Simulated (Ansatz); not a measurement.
hydrogen fluoride, charge +1, doublet, at a GFN2-xTB geometry (a state made from the parent by changing its charge; the spin is typed, not shown lowest); B3LYP/3-21G run with Ansatz (an electronic-structure program).

Input for Ansatz:
Ansatz 0.2 input:
```yaml
crystal:
  periodic: [false, false, false]
  atoms:
    - {symbol: F, position_ang: [-0.00000000, -0.00000000, -0.10443316]}
    - {symbol: H, position_ang: [0.00000000, 0.00000000, 0.93989843]}
basis:
  gaussian:
    orbitals: 3-21G.json
hamiltonian:
  xc: b3lyp
total_charge: 1
magnetization: {spin_polarized: true, initial_magnetization: 1}
output: {forces: true}
```
The basis file holds 3-21G in the JSON format of the Basis Set Exchange.

The log (banner, timings and long lists left out):

```
Functional definition: B3LYP
107 factors; integrals over basis functions are off by at most 7.9e-4 eV
mean field evaluation 1: about -2699.0915 eV, gradient 3.7e1 eV
mean field evaluation 2: about -2699.4727 eV, gradient 3.5e1 eV
mean field evaluation 4: about -2702.6897 eV, gradient 6.4e-1 eV
mean field evaluation 8: about -2702.6877 eV, gradient 1.6e-2 eV
mean field -2702.68766721 eV, -99.3219398225 hartree, gradient 7.4e-6 eV, S^2 0.751212; 0 other end points of the search recorded, 0 dependent functions left out
the calculation of the forces begins
reference -2702.68774339 eV, -99.3219426220 hartree; 5, 4 occupied and 6, 7 virtual orbitals, 107 factors
Total energy: -2702.68774339 eV, -99.3219426220 hartree
Atom 0 at    -0.000000    -0.000000    -0.104433 Å, force    -0.000000    -0.000000    -0.814265 eV/Å
Atom 1 at     0.000000     0.000000     0.939898 Å, force     0.000000     0.000000     0.814265 eV/Å
Dipole moment:     0.000000     0.000000     0.571671 e Å
```
